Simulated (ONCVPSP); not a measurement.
## Cs: ONCV pseudisation with PBEsol, scalar-relativistic reference atom.

* Element: Cs (Z = 55)
* Generator: ONCVPSP 4.0.1
* Type: optimised norm-conserving Vanderbilt (ONCV)
* Functional: PBEsol
* Relativity: scalar-relativistic
* Frozen core: [Kr] 4d10
* Valence charge: 9
* Reference configuration: 5s2 5p6 6s1
* Partial waves: 5s+6s: rc 2.90 bohr, ncon 3, nbas 6, qcut 5.1 1/bohr, 2 projectors; 5p: rc 2.30 bohr, ncon 3, nbas 6, qcut 4.8 1/bohr, 2 projectors, debl 1.1 Ha; d scattering state at 0.07 Ha: rc 2.65 bohr, ncon 3, nbas 6, qcut 4.1 1/bohr, 2 projectors, debl 2.9 Ha
* Local potential: polynomial inside 2.05 bohr (lpopt 5, dvloc0 2 Ha)
* Core correction: none

In the d channel the program set the typed energies aside and used 0.050, 2.950 Ha.

Poles of the logarithmic derivatives, all-electron (AE) and pseudo (PS). s: poles at -0.9, 2.1 (AE) and -0.9, 2.3, 4.7 (PS) Ha. p: poles at 0.3 (AE) and 0.3, 4.8 (PS) Ha. d: poles at 1.0, 4.8 (AE) and 1.0, 4.7 (PS) Ha. Test radii: s 2.94, p 2.33, d 2.69 bohr.

- Cutoffs needed: 7.9 Ha and 10 Ha (the cutoffs (Ha) at which the residual kinetic energy of the hardest occupied pseudo-wave falls to 1 and 0.1 mHa per electron)
- Ghost test: no bound ghost flagged; GHOST(+) flagged for s at 129.5 eV
- Largest excitation error: -11 meV (all-electron minus pseudo) for 5s2 5p5 6s1, out of 4 test configurations
